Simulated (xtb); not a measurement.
C2H4ClFSi, SMILES [Si@@H](Cl)(C=C)F. All values are semi-empirical tight-binding results from xtb (GFN2-xTB unless named), good for trends rather than for accurate numbers. Geometry optimised at GFN2-xTB. The structure was generated by enumeration; whether it is a known compound was not checked. The values are those of a single conformer.

Computed properties:
The orbital gap is 4.47 eV and the dipole moment comes out as 2.20 D. The zero-point energy is 33.8 kcal/mol and the G − E(el) at 298.15 K (modified RRHO) is 14.0 kcal/mol. The static polarisability (D4 model) comes out as 69.6 bohr³, the solvation energy, GFN2-xTB/ALPB(water) comes out as -0.8 kcal/mol and the solvation energy, GFN2-xTB/ALPB(hexane) is -3.5 kcal/mol.
